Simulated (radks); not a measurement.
Results of a calculation; reference values are marked as such.
Spherical jellium clusters: N electrons in a uniform positive sphere of charge N and radius rs N^(1/3), rs = 2.28 bohr. Level of theory: non-relativistic Kohn-Sham, LDA (Slater exchange, Perdew-Wang correlation), spin-polarised, spherical densities (a radial shooting solver with Libxc functionals). Levels are named by radial order and angular momentum (1s, 1p, 1d, 2s, ...), and open shells are averaged over m.

N = 22, configuration 1s2 1p6 1d10 2s2 1f(up 2, down 0). This is the lowest configuration that the search found. Occupied and some empty levels:

level,occupation,eigenvalue (eV),<r> (bohr)
1s up,1,-10.606,3.891
1s down,1,-10.483,3.837
1p up,3,-8.2803,4.743
1p down,3,-8.0929,4.710
1d up,5,-5.5154,5.432
1d down,5,-5.2912,5.420
2s up,1,-4.6203,4.954
2s down,1,-4.4764,4.977
1f up,2,-2.5053,6.199
1f down,0,-2.2712,6.221
2p up,0,-1.8756,6.849
2p down,0,-1.7427,6.926
2d up,0,-0.11734,11.11
2d down,0,-0.048034,11.73

Energy (eV): total -17.3663, kinetic 102.62, external -2385.0, Hartree 1153.9, exchange-correlation -125.72, background 1236.9.
